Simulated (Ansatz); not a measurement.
Ideal-gas functions of `C#[C][Ti]([F])([F])[F]` at 400 K and 1 bar, from an Ansatz frequency run at PBE0-D4/def2-TZVP.

Molar mass 129.89 g/mol, point group C3v (symmetry number 3), electronic degeneracy 1, moments of inertia 154.925, 276.565, 276.597 u Å². Harmonic wavenumbers (cm⁻¹, unscaled): 103, 103, 200, 200, 204, 252, 252, 528, 741, 741, 745, 812, 812, 2097, 3451.

Use S(trans) = R[1.5 ln M + 2.5 ln T − 1.1517]; rotational temperatures θ = 24.2544 K / I; S(rot) = R[ln(√π/σ · √(T³/θAθBθC)) + 1.5]; for each mode x = 1.438777 ν̃/T, S = R[x/(eˣ − 1) − ln(1 − e⁻ˣ)] and H = RT x/(eˣ − 1); 1 cm⁻¹ = 0.0119627 kJ/mol; R = 8.31446 J/(mol·K).

**Question.** By hand: the entropy, in J/(mol·K).

**Answer.** Translation 175.7. Rotation: θ = 0.1566, 0.0877, 0.0877 K, giving 110.8. Vibration, mode by mode: 16.62, 16.62, 11.23, 11.23, 11.07, 9.41, 9.41, 4.13, 2.26, 2.26, 2.23, 1.84, 1.84, 0.04, 0.00, in all 100.2. Electronic 0.0. Sum 386.7 J/(mol·K).

**Question.** By hand: H − E and G − E in kJ/mol, counted from the electronic energy.

**Answer.** Zero-point energy ½ × 11241 × 0.0119627 = 67.2; thermal vibration 20.6; translation, rotation and pV give 4 RT = 13.3. H − E = 101.1 kJ/mol, and G − E = 101.1 − 400 × 386.7/1000 = -53.6 kJ/mol.

Vibration gives 26 % of the entropy, 33.2 J/(mol·K) of it from the modes under 150 cm⁻¹: soft modes count most, and the harmonic formula is weakest for them.
